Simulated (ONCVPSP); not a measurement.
u(r) = r·R(r): atom against pseudo-atom (F (Z = 9))

Columns: radius, all-electron u(r) and pseudo u(r) of the 2s shell (level -29.65 eV) of fluorine in the configuration [He] 2s2 2p5; LDA (Perdew-Zunger), scalar-relativistic, ONCV scheme, ONCVPSP 4.0.1.

| r (bohr) | all-electron | pseudo |
| --- | --- | --- |
| 0.080 | -0.4481 | 0.1096 |
| 0.160 | -0.3216 | 0.2309 |
| 0.240 | -0.0180 | 0.3597 |
| 0.320 | 0.2985 | 0.4867 |
| 0.400 | 0.5653 | 0.6144 |
| 0.480 | 0.7653 | 0.7489 |
| 0.560 | 0.9003 | 0.8773 |
| 0.640 | 0.9798 | 0.9710 |
| 0.720 | 1.0156 | 1.0148 |
| 0.800 | 1.0184 | 1.0184 |
| 0.880 | 0.9973 | 0.9973 |
| 0.960 | 0.9598 | 0.9598 |
| 1.040 | 0.9116 | 0.9116 |
| 1.120 | 0.8571 | 0.8571 |
| 1.200 | 0.7994 | 0.7994 |
| 1.280 | 0.7407 | 0.7407 |
| 1.360 | 0.6828 | 0.6828 |
| 1.440 | 0.6268 | 0.6268 |
| 1.520 | 0.5733 | 0.5733 |
| 1.600 | 0.5227 | 0.5227 |
| 1.680 | 0.4754 | 0.4754 |
| 1.760 | 0.4315 | 0.4314 |
| 1.840 | 0.3908 | 0.3908 |
| 1.920 | 0.3534 | 0.3534 |
| 2.000 | 0.3191 | 0.3191 |
| 2.080 | 0.2878 | 0.2878 |

(1) How many radial nodes do the two functions have?

(2) At about which radius was the pseudo-wave matched?

(3) Where does each function peak?

(4) Is the pseudo-wave norm-conserving?

Answers

(1) The all-electron 2s function has n − l − 1 = 1; the pseudo-wave has 0, since the states of the same l below it are removed with the core.

(2) 0.80 bohr, where the columns begin to agree (steps of 0.08 bohr).

(3) Outermost all-electron maximum near 0.80 bohr, pseudo maximum near 0.80 bohr (to the table’s step).

(4) Yes: the ONCV scheme keeps the norm inside the radius equal to the all-electron one, which fixes the energy derivative of the logarithmic derivative at the level.
